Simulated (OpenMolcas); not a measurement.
Pd4+ among 6 point charges of -1.7 e arranged as a tetragonal octahedron (D4h), 1.99 Å from the ion, with the axial distance 2.090 Å.
```
   1.9900    0.0000    0.0000  -1.70
   0.0000    1.9900    0.0000  -1.70
  -1.9900    0.0000    0.0000  -1.70
   0.0000   -1.9900    0.0000  -1.70
   0.0000    0.0000    2.0895  -1.70
   0.0000    0.0000   -2.0895  -1.70
```

```yaml
Program: OpenMolcas
Method: "SS-CASPT2, IPEA 0.25 Eh, imaginary shift 0.1 Eh (closed shells correlated: 4s 4p)"
Basis: ANO-RCC-VDZP [6s5p3d1f]
Scalar_Hamiltonian: DKH2, point nucleus
Active_space: 6 electrons in 5 orbitals (4d)
State_averaging: 2S+1 = 5 even, 5 roots; 2S+1 = 3 even, 45 roots; 2S+1 = 1 even, 50 roots
Spin-orbit_coupling: state interaction with AMFI integrals over the reference wave functions
```

Q: What is the spin-free ground state (labels of D4, the rotations of D4h)?

A: 5E, 2-fold in its orbital part, 100 % from free-ion D terms; it has the highest spin that d6 allows.

Q: Where is the first state of the same spin?

A: 5B2 at 1170 cm-1 above the ground state.

Q: What are the lowest two levels with spin-orbit coupling?

A: A 1-fold level B2, then a 2-fold level E 16 cm-1 above it. Their leading multiplicities are 5 (98 %) and 5 (98 %).

Q: What is χT at 300 K, and how does it compare with the textbook value?

A: The lowest level has 2S+1 = 5, for which the spin-only value is χT = S(S+1) / 2 = 3.000 cm3 K/mol (g = 2). The computed 4.475 at 300 K differs by +1.475, through orbital momentum, spin-orbit coupling and any other state in reach.

An orbital doublet at a regular site is open to a Jahn-Teller distortion, which this geometry leaves out. Point charges give a weaker field than real ligands, and real ions of this kind are as a rule low spin; the high spin found here belongs to the model. Free-ion shares, where given, are those of the reference states; single-state CASPT2 does not remix them. Point charges carry no covalency, so the field is a model and not that of real ligands. No measured value stands beside these numbers.
